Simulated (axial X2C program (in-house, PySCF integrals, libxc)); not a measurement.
**Outer orbitals of InPt⁺ at 2.668 Å, PBE0**

All values were computed with an axial X2C code built on PySCF integrals. Spin-free means the one-electron spin-free X2C Hamiltonian; two-component (2c) means X2C with spin–orbit coupling and atomic mean-field two-electron Coulomb and Gaunt terms, so the difference of the two also holds small scalar two-electron terms. Basis: Pt dyall-v2z [11s12p9d5f], In dyall-v2z [9s10p7d] (cores contracted in-house); Gaussian nuclei, density fitting, unrestricted open shells. Masses: Pt 194.965 u, In 114.904 u.

The distance is close to the 2c PBE0 minimum; the highest filled and lowest empty levels are listed.

Spin-free orbitals, state M_S = 0, Λ = 0 (closed shell) (Löwdin shares):

```
symmetry  occupied  ε (eV)              atomic character
     δ+α       yes  -27.27                     100% In d
     δ-α       yes  -27.27                     100% In d
      σα       yes  -27.20                      99% In d
     π-α       yes  -27.19                     100% In d
     π+α       yes  -27.19                     100% In d
      σα       yes  -15.46  68% In s, 13% Pt d, 10% Pt s
     π-α       yes  -12.06             95% Pt d, 4% In p
     π+α       yes  -12.06             95% Pt d, 4% In p
     δ+α       yes  -11.80                     100% Pt d
     δ-α       yes  -11.80                     100% Pt d
      σα       yes  -11.73  76% Pt d, 12% In s, 10% In p
      σα        no   -9.17   52% Pt s, 34% In p, 8% Pt d
     π+α        no   -6.81   82% In p, 13% Pt p, 5% Pt d
     π-α        no   -6.81   82% In p, 13% Pt p, 5% Pt d
      σα        no   -5.70  40% Pt p, 33% In p, 20% Pt s
```

One partner of each degenerate Kramers or spin pair is listed.

The lowest two-component determinant found has another configuration (Ω = 3 (⟨Sz⟩ = 1.00, ⟨Lz⟩ = 2.00 at PBE0)), so the levels differ by more than spin–orbit coupling. Its spinors:

| ω | occupied | ε (eV) | atomic character | λ mixture |
| --- | --- | --- | --- | --- |
| 5/2 | yes | -27.02 | 100% In d | 100% δ |
| -5/2 | yes | -26.99 | 100% In d | 100% δ |
| 3/2 | yes | -26.95 | 100% In d | 82% π, 18% δ |
| 1/2 | yes | -26.93 | 99% In d | 55% σ, 45% π |
| -3/2 | yes | -26.91 | 100% In d | 85% π, 15% δ |
| -1/2 | yes | -26.91 | 99% In d | 63% σ, 37% π |
| 1/2 | yes | -15.99 | 58% In s, 20% Pt d, 12% Pt s | 99% σ, 1% π |
| -1/2 | yes | -15.64 | 55% In s, 25% Pt d, 10% Pt s | 97% σ, 3% π |
| -3/2 | yes | -15.08 | 100% Pt d | 95% δ, 5% π |
| -1/2 | yes | -14.28 | 89% Pt d, 6% In s | 86% π, 14% σ |
| 3/2 | yes | -14.23 | 99% Pt d | 58% δ, 42% π |
| 1/2 | yes | -14.10 | 82% Pt d, 8% In s, 7% Pt s | 52% σ, 48% π |
| 5/2 | yes | -13.86 | 100% Pt d | 100% δ |
| 3/2 | yes | -13.13 | 98% Pt d | 58% π, 42% δ |
| 1/2 | yes | -12.93 | 87% Pt d, 8% Pt s, 2% In p | 51% π, 49% σ |
| -3/2 | yes | -12.70 | 96% Pt d, 3% In p | 95% π, 5% δ |
| -1/2 | yes | -12.35 | 78% Pt d, 13% In s, 3% In p | 89% σ, 11% π |
| 1/2 | yes | -11.74 | 43% Pt s, 35% In p, 15% In s | 100% σ, 0% π |
| -1/2 | no | -9.29 | 52% Pt s, 34% In p, 9% In s | 100% σ |
| -5/2 | no | -9.02 | 100% Pt d | 100% δ |
| -1/2 | no | -7.26 | 75% In p, 21% Pt p, 3% Pt d | 100% π |
| 1/2 | no | -6.99 | 81% In p, 16% Pt p, 3% Pt d | 100% π |

(1) How does the gap between the highest filled and lowest empty level change from the spin-free to the 2c table?

Mulliken charges and populations of the two-component result (they depend on the basis, above all on diffuse functions):

Pt 0.20 e (s 10.92 p 24.07 d 28.80 f 14.01), In 0.80 e (s 9.81 p 18.38 d 20.01). ⟨Lz⟩ = 2.00 ħ and ⟨Sz⟩ = 1.00 ħ (0.86 and 0.14 on the two atoms), which add up to Ω.

Occupations by symmetry block were frozen at the best pattern of an incomplete PBE0 search. Density functionals use the spin component along the axis (collinear). PBE0 can misorder states that lie within some tenths of an eV, so this need not be the ground state of the molecule. The nearest other spin-free determinant of the search, M_S = 1, Λ = 2, lies 0.05 eV up at the distance of the search. Without a current term, density functionals place determinants with orbital angular momentum somewhat too high. With several unpaired electrons one determinant need not be a pure state.

Results:

(1) From 2.56 to 2.45 eV at PBE0, a change of -0.11 eV.
